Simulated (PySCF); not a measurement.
## How methods differ on the ionisation energy of Ho(50+)

Ho(50+) [Ne] 3s2 3p5 (2P) → Ho(51+) [Ne] 3s2 3p4 (3P), as a difference of total energies. Computed with PySCF 2.14 in an uncontracted even-tempered set (17 s from 11 bohr⁻², ratio 2.5; 12 p from 15 bohr⁻², ratio 2.5; 4 d from 62 bohr⁻², ratio 2.7; 4 f from 93 bohr⁻², ratio 2.7), with scalar relativity by spin-free X2C-1e. Correlated levels: outer shells: 1s2 frozen; virtual orbitals above 40 to 60 times the deepest correlated orbital energy dropped. The calculations carry no spin-orbit coupling.

```tsv
method	ionisation energy (eV)
UHF	4644.0
MP2 (outer shells)	4645.1
SCS-MP2 (outer shells)	4645.0
CCSD (outer shells)	4645.1
CCSD(T) (outer shells)	4645.1
```

Spin-orbit coupling is strong in these open shells (close to jj coupling). The scalar numbers leave it out and a first-order estimate fails, so it can dominate the gap to the real levels.

Breit and QED terms and the two-electron picture change are absent.

For comparison: 4576 ± 4 eV (theoretical estimate listed by NIST; NIST Atomic Spectra Database, ionization energies).
